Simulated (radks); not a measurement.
Values are calculated unless marked as measured or tabulated.
Q: The mean radii <r> (bohr) of the occupied orbitals of an atom or ion are listed with their occupations. Level of theory: scalar-relativistic Kohn-Sham, r2SCAN, spin-polarised, spherical densities, finite nucleus; meta-GGA in the generalised Kohn-Sham scheme; Fermi nuclear charge, rms radius of each element as measured or else 0.836 A^(1/3) + 0.57 fm (a radial shooting solver on a logarithmic mesh with Libxc functionals).

orbital  occ.      <r>
1s up       1  0.02968
1s down     1  0.02966
2s up       1   0.1249
2s down     1   0.1251
2p up       3   0.1085
2p down     2   0.1086

Name the element and its charge. Open shells, if any, are filled with parallel spins first.

A: Z = 49, indium, charge +40: In40+ in [He] 2s2 2p5. The 1s radius gives Z: for a bare nucleus <r> = (2 gamma + 1)/(2Z) with gamma = sqrt(1 - (Z/c)^2), 0.02926 bohr for Z = 49, and screening makes it slightly larger (0.02968 here). The occupations add up to 9, and the charge is Z minus that.
